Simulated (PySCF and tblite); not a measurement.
Values are calculated unless marked as measured or tabulated.
2 E/Z isomers of C₈H₁₀N₂, numbered alike:

| isomer | SMILES | descriptors |
| --- | --- | --- |
| A | [CH3:1][C:2]([CH3:3])([CH3:4])/[C:5]([C:6]#[N:7])=[CH:8]/[C:9]#[N:10] | 5=8 Z |
| B | [CH3:1][C:2]([CH3:3])([CH3:4])/[C:5]([C:6]#[N:7])=[CH:8]\[C:9]#[N:10] | 5=8 E |

Protocol: conformer search, at most 3 conformers an isomer, GFN2-xTB geometries, energies PBE0/pcSseg-1 (D3(BJ) added where defined), weights at 298.15 K with GFN2-xTB thermal terms. Programs: PySCF with density fitting and tblite.

Equilibrium rotational constants and dipole components of each isomer's leading conformer, in random order:

```json
{"set": "P", "A (MHz)": "1793", "B (MHz)": "1108", "C (MHz)": "806", "abs μa": "0.94", "abs μb": "2.06", "abs μc (D)": "0.00"}
{"set": "Q", "A (MHz)": "2079", "B (MHz)": "965", "C (MHz)": "770", "abs μa": "5.59", "abs μb": "3.48", "abs μc (D)": "0.00"}
```

Q: Match sets and isomers.

A: P is B (Cs), Q is A (Cs).

The whole study took 7.2 min on 1 thread of AMD EPYC 7B13, on a host shared with other jobs (rough), peak memory 1.2 GiB, launched as `OMP_NUM_THREADS=1 python ens_run.py task.json out`.
